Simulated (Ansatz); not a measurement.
Process, species as SMILES: [Ga][Cl] (Cl-Ga) (closed-shell singlet) → Cl atom + Ga atom
B3LYP-D3(BJ)/def2-TZVP geometries, fixed; electronic energies without zero-point terms.
Largest species:
```
Ga
Cl 1 2.2389
```
Charge 0, spin multiplicity 1.

Energies in hartree at PBE with Ansatz (an electronic-structure program); the atomisation energy is their sum with the coefficients shown, times 627.509 kcal/mol a hartree. All functions are spherical. The program fits the integrals of some runs and decomposes those of others, by size. Open shells are unrestricted. No added dispersion term, no relativity.

```tsv
species	coefficient	part	aug-cc-pV(D+d)Z	aug-cc-pV(T+d)Z	aug-cc-pV(Q+d)Z
[Cl][Ga] (Cl-Ga) (closed-shell singlet)	-1	PBE	-2384.61751	-2384.69849	-2384.70659
Cl atom	+1	PBE	-459.95231	-459.96634	-459.96969
Ga atom	+1	PBE	-1924.48500	-1924.55043	-1924.55516
```

Predict the atomisation energy in aug-cc-pV(5+d)Z (X = 5): let each PBE step shrink by the ratio of the last two. Compare with the run.


- [Cl][Ga] (Cl-Ga) (closed-shell singlet): steps -0.08098 and -0.00810, ratio 0.100, so PBE -2384.70740 (run: -2384.71550).
- Cl atom: steps -0.01403 and -0.00335, ratio 0.239, so PBE -459.97049 (run: -459.97282).
- Ga atom: steps -0.06543 and -0.00473, ratio 0.072, so PBE -1924.55550 (run: -1924.56110).
Predicted 113.84 kcal/mol; the run in aug-cc-pV(5+d)Z gives 113.94, a miss of -0.11. Keeping the value in aug-cc-pV(Q+d)Z, 114.04, would miss by 0.10. All sums are of the energies as printed.
